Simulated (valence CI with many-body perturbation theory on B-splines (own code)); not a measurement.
## Energy levels of Ba⁵⁰⁺

Computed by relativistic CI+MBPT: four valence electrons over a frozen Dirac-Fock core [He], a basis of 11 s, 11 p, 10 d, 8 f, 5 g, 2 h functions for each j, with the one-electron correlation potential Σ1 (screened to all orders), the two-electron term Σ2, the three-electron term Σ3, Breit, model QED; selected single and double excitations, second order for the rest, scaled by the run's own slope (own B-spline code, finite nucleus).

The last digits are not significant, and no measured levels were compared; by estimate large intervals hold to a few tenths of a per cent, small ones and those within an open d or f shell to about a per cent. Among the levels kept, up to 910 cm⁻¹ of a level comes from second order outside the variational space, and about a tenth of that is noise between levels of different J, which matters for small intervals.

Levels 46 to 90 of 208, with energies above the lowest level, (2s^2 2p1/2^2) J=0. "Leading %" is the weight of the configuration and term that name the level; weights of strongly mixed levels are sums over their largest components and can fall short. In the jj column 3d3/2^4 stands for four electrons in 3d with j = 3/2. Lifetimes count E1, E2, E3, M1 and M2 decay at the calculated energies, and are blank where another channel may lead or the interval is too uncertain; long ones can be off by a factor of two.

```
No.  Configuration  Term  J  E (eV)  Leading %  Lifetime      g    Second component                   Leading jj
 46      2s 2p2 3s    3P  1  6035.4         67   12.4 fs  1.564   18 % 2s 2p2 3s 5P     2s 2p1/2 2p3/2 3s (96 %)
 47      2s 2p2 3s    3D  3  6043.0         50   28.5 fs  1.432   35 % 2s 2p2 3s 5P     2s 2p1/2 2p3/2 3s (85 %)
 48      2s 2p2 3s    3P  2  6063.2         40   13.3 fs  1.249   33 % 2s 2p2 3s 3D     2s 2p1/2 2p3/2 3s (91 %)
 49      2s2 2p 3p    1P  1  6069.8         46    180 fs  1.340   38 % 2s2 2p 3p 3S      2s^2 2p3/2 3p3/2 (91 %)
 50      2s 2p2 3p   5P°  1  6076.6         39   18.6 fs  1.890  31 % 2s 2p2 3p 5D°  2s 2p1/2 2p3/2 3p1/2 (99 %)
 51      2s2 2p 3p    3D  3  6076.7         84   95.4 fs  1.343    7 % 2s 2p2 3s 3D      2s^2 2p3/2 3p3/2 (84 %)
 52      2s 2p2 3p   5D°  2  6085.4         47   9.12 fs  1.364  19 % 2s 2p2 3p 3D°  2s 2p1/2 2p3/2 3p1/2 (99 %)
 53      2s2 2p 3p    3P  2  6093.5         50   79.8 fs  1.278   25 % 2s2 2p 3p 1D      2s^2 2p3/2 3p3/2 (76 %)
 54      2s 2p2 3s    3P  0  6096.5         62   16.4 fs          26 % 2s2 2p 3p 1S     2s 2p1/2 2p3/2 3s (62 %)
 55      2s 2p2 3s    3D  1  6106.7         60   14.1 fs  0.795   22 % 2s 2p2 3s 3P     2s 2p1/2 2p3/2 3s (97 %)
 56      2s 2p2 3s    3P  1  6110.0         48   16.8 fs  1.531   25 % 2s 2p2 3s 1P     2s 2p1/2 2p3/2 3s (93 %)
 57      2s 2p2 3p   3D°  3  6110.4         32   4.78 fs  1.234  25 % 2s 2p2 3p 3F°  2s 2p1/2 2p3/2 3p1/2 (95 %)
 58      2s 2p2 3s    3D  2  6114.1         28   23.5 fs  1.222   28 % 2s 2p2 3s 1D     2s 2p1/2 2p3/2 3s (84 %)
 59      2s2 2p 3p    1S  0  6122.3         42   28.2 fs          36 % 2s 2p2 3s 3P      2s^2 2p3/2 3p3/2 (62 %)
 60      2s 2p2 3p   3P°  2  6134.0         28   3.60 fs  1.343  14 % 2s2 2p 3d 3D°  2s 2p1/2 2p3/2 3p1/2 (69 %)
 61      2s2 2p 3d   3D°  2  6139.1         30   3.54 fs  1.169  20 % 2s2 2p 3d 1D°      2s^2 2p3/2 3d3/2 (63 %)
 62      2s2 2p 3d   3P°  1  6145.6         53   1.59 fs  1.077  31 % 2s2 2p 3d 3D°      2s^2 2p3/2 3d3/2 (87 %)
 63      2s2 2p 3d   3F°  3  6145.9         49   2.92 fs  1.112  24 % 2s2 2p 3d 1F°      2s^2 2p3/2 3d3/2 (89 %)
 64      2s2 2p 3d   3P°  0  6146.8         84   1.85 fs          8 % 2s 2p2 3p 3P°      2s^2 2p3/2 3d3/2 (84 %)
 65      2s2 2p 3d   3F°  4  6162.6         97   29.7 ps  1.239                          2s^2 2p3/2 3d5/2 (97 %)
 66      2s 2p2 3p   3P°  0  6164.1         39    473 fs         24 % 2s 2p2 3p 1S°  2s 2p1/2 2p3/2 3p1/2 (83 %)
 67      2s 2p2 3p   3F°  2  6164.3         46   33.9 fs  0.906  22 % 2s 2p2 3p 1D°  2s 2p1/2 2p3/2 3p1/2 (94 %)
 68      2s 2p2 3p   3D°  1  6164.3         57   35.2 fs  0.897  11 % 2s 2p2 3p 3P°  2s 2p1/2 2p3/2 3p1/2 (87 %)
 69      2s2 2p 3d   3P°  2  6172.7         47   2.58 fs  1.254  32 % 2s2 2p 3d 1D°      2s^2 2p3/2 3d5/2 (93 %)
 70      2s2 2p 3d   3D°  3  6185.9         52   1.24 fs  1.182  43 % 2s2 2p 3d 1F°      2s^2 2p3/2 3d5/2 (89 %)
 71      2s2 2p 3d   1P°  1  6193.8         61   1.89 fs  1.074  22 % 2s2 2p 3d 3P°      2s^2 2p3/2 3d5/2 (94 %)
 72      2s 2p2 3p   3D°  1  6195.1         32   9.17 fs  1.109  26 % 2s 2p2 3p 1P°  2s 2p1/2 2p3/2 3p1/2 (93 %)
 73      2s 2p2 3p   5D°  3  6197.8         50   30.4 fs  1.496  32 % 2s 2p2 3p 5P°  2s 2p1/2 2p3/2 3p3/2 (97 %)
 74      2s 2p2 3p   5P°  1  6205.0         28   9.08 fs  1.604  23 % 2s 2p2 3p 3D°  2s 2p1/2 2p3/2 3p3/2 (93 %)
 75      2s 2p2 3p   3D°  2  6215.5         46   8.62 fs  1.449  18 % 2s 2p2 3p 5S°  2s 2p1/2 2p3/2 3p3/2 (98 %)
 76      2s 2p2 3p   3P°  0  6226.6         84   5.04 fs         12 % 2s 2p2 3p 5D°  2s 2p1/2 2p3/2 3p3/2 (98 %)
 77      2s 2p2 3p   3F°  4  6230.5         57   1.78 ps  1.339  42 % 2s 2p2 3p 5D°  2s 2p1/2 2p3/2 3p3/2 (98 %)
 78      2s 2p2 3p   3P°  2  6236.2         48   8.74 fs  1.374  21 % 2s 2p2 3p 1D°  2s 2p1/2 2p3/2 3p3/2 (94 %)
 79      2s 2p2 3p   1P°  1  6244.6         38   5.21 fs  1.158  17 % 2s 2p2 3p 3P°  2s 2p1/2 2p3/2 3p3/2 (91 %)
 80      2s 2p2 3p   3D°  3  6249.6         50   9.03 fs  1.293  26 % 2s 2p2 3p 1F°  2s 2p1/2 2p3/2 3p3/2 (98 %)
 81      2s 2p2 3d    5F  2  6257.3         45   6.26 fs  1.174   16 % 2s 2p2 3d 3P  2s 2p1/2 2p3/2 3d3/2 (99 %)
 82      2s 2p2 3d    5D  1  6258.6         51   8.18 fs  1.199   21 % 2s 2p2 3d 5F  2s 2p1/2 2p3/2 3d3/2 (99 %)
 83      2s 2p2 3d    5D  0  6259.0         85   33.6 fs          14 % 2s 2p2 3d 3P  2s 2p1/2 2p3/2 3d3/2 (99 %)
 84      2s 2p2 3d    5F  3  6264.6         56   6.50 fs  1.208   12 % 2s 2p2 3d 3F  2s 2p1/2 2p3/2 3d3/2 (92 %)
 85      2s 2p2 3p   3D°  2  6278.3         28   19.8 fs  1.375  21 % 2s 2p2 3p 3P°  2s 2p1/2 2p3/2 3p3/2 (73 %)
 86      2s 2p2 3d    5F  4  6283.7         60    105 fs  1.324   22 % 2s 2p2 3d 5D  2s 2p1/2 2p3/2 3d5/2 (81 %)
 87      2s 2p2 3p   3D°  3  6288.9         42   13.6 fs  1.164  38 % 2s 2p2 3p 3F°  2s 2p1/2 2p3/2 3p3/2 (99 %)
 88      2s 2p2 3d    3F  4  6292.5         41    409 fs  1.247   29 % 2s 2p2 3d 5D  2s 2p1/2 2p3/2 3d3/2 (72 %)
 89      2s 2p2 3p   3P°  1  6292.6         22   14.6 fs  1.347  21 % 2s 2p2 3p 3S°  2s 2p1/2 2p3/2 3p3/2 (72 %)
 90      2s 2p2 3d    3F  3  6296.2         30   2.42 fs  1.303   25 % 2s 2p2 3d 5P  2s 2p1/2 2p3/2 3d3/2 (78 %)
```

Where two levels of one J and parity lie close, their mixing, g and order are uncertain.
